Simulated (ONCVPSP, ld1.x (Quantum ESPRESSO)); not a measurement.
# Potentials for Ti compared

Generated with ld1.x 7.5 (TM, RRKJ, ultrasoft, PAW), atompaw 4.2 or ONCVPSP 4.0.1. The cutoff is in Ry: for ld1.x and atompaw files where the sum of valence levels is converged to 10 mRy in a Bessel basis, for ONCV files where the hardest occupied wave has 1 mHa per electron of residual kinetic energy. The error is the largest all-electron minus pseudo excitation energy over each file’s own four to seven test configurations (ionisations up to +4, promotions, holes and added fractions of an electron), all of which were solved. The labels leave out finer settings (local radius, basis sizes, second energies), which also bear on the numbers. Spin-polarised tests are not counted. The rows are a selection from randomly drawn settings: files with unsolved tests, undetermined cutoffs or missed reference levels are left out.

A true bound ghost makes a file unfit for plane-wave use even where its test errors are small: the radial tests pick states by their node count and pass the ghost by.

| potential | cutoff (Ry) | largest error (meV) | bound ghosts |
| --- | --- | --- | --- |
| ONCV, PBE, scalar-relativistic, rc 1.95/1.70/2.45 (spd), local smoothed, core correction no, reference 3s2 3p6 3d2 4s2, qcut 6.8/8.7/6.8, projectors 3/2/1 | 41 | +194 | none |
| ONCV, PBE, fully relativistic, rc 1.30/1.65/1.30 (spd), local d, core correction no, reference 3s2 3p6 3d2, qcut 10.8/6.8/11.2, projectors 2/2/0 | 92 | +11 | s |
| ONCV, PW91, scalar-relativistic, rc 2.90/1.60/2.35 (spd), local smoothed, core correction no, reference 3p6 3d2.5 4s1.5, qcut 1.9/8.3/6, projectors 3/2/1 | 41 | +20 | none |
| ONCV, PBEsol, scalar-relativistic, rc 2.30/2.35/1.80 (spd), local smoothed, core correction no, reference 3d2 4s2, qcut 3.5/4/9.1, projectors 2/1/1 | 59 | +313 | none |
| ONCV, LDA (Perdew-Wang 92), non-relativistic, rc 1.85/1.70/1.25 (spd), local smoothed, core correction yes, reference 3s2 3p6 3d2 4s1.75 4p0.25, qcut 7.4/6.4/8.5, projectors 3/2/2 | 170 | +4.1 | none |
| ONCV, PBE, scalar-relativistic, rc 1.85/1.65/2.50 (spd), local smoothed, core correction yes, reference 3s2 3p6 3d2 4s1.75 4p0.25, qcut 8.5/8.1/6.7, projectors 2/2/1 | 40 | +214 | none |

(1) Fill in the row for Ti: RRKJ, revPBE, scalar-relativistic, rc 3.15/3.70/1.60 (spd), local p, core correction no, reference 3d2 4s2 4p0.

Answers

(1) cutoff 60 Ry, largest error +164 meV, bound ghosts: none.
